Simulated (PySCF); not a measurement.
WO₂F, SMILES [O]=[W+](=[O])[F], charge +1, multiplicity 1. Atoms are numbered in the order given.

```xyz
4

W      0.0367     0.1710     0.0000
O      0.7695    -0.5532    -1.3100
O      0.7695    -0.5532     1.3100
F     -1.6698    -0.4223     0.0000
```
Charge +1, spin multiplicity 1.

Geometry: PBE0-D3(BJ)/def2-TZVP. The spin state was assumed, not searched. The isomer is the one that the SMILES or the coordinates give; other isomers of the formula were not compared. The def2 effective core potentials stand for the cores of W; spin–orbit coupling is left out.

Calculation: PySCF with PBE0/def2-TZVPD.

Symmetry labels are those of the subgroup Cs that the program uses (full group Cs).

**Question.** List the valence orbital energies around the gap with their symmetry. (An estimate is asked for; the answer gives what the named calculation found.)

**Answer.** 
```json
[
 {"orbital": "HOMO−7", "symmetry": "A\"", "energy (eV)": "-20.37"},
 {"orbital": "HOMO−6", "symmetry": "A'", "energy (eV)": "-20.17"},
 {"orbital": "HOMO−5", "symmetry": "A'", "energy (eV)": "-19.53"},
 {"orbital": "HOMO−4", "symmetry": "A\"", "energy (eV)": "-19.08"},
 {"orbital": "HOMO−3", "symmetry": "A\"", "energy (eV)": "-17.83"},
 {"orbital": "HOMO−2", "symmetry": "A'", "energy (eV)": "-17.75"},
 {"orbital": "HOMO−1", "symmetry": "A'", "energy (eV)": "-17.49"},
 {"orbital": "HOMO", "symmetry": "A\"", "energy (eV)": "-16.22"},
 {"orbital": "LUMO", "symmetry": "A'", "energy (eV)": "-11.36"},
 {"orbital": "LUMO+1", "symmetry": "A'", "energy (eV)": "-9.52"},
 {"orbital": "LUMO+2", "symmetry": "A\"", "energy (eV)": "-9.02"},
 {"orbital": "LUMO+3", "symmetry": "A'", "energy (eV)": "-7.39"}
]
```
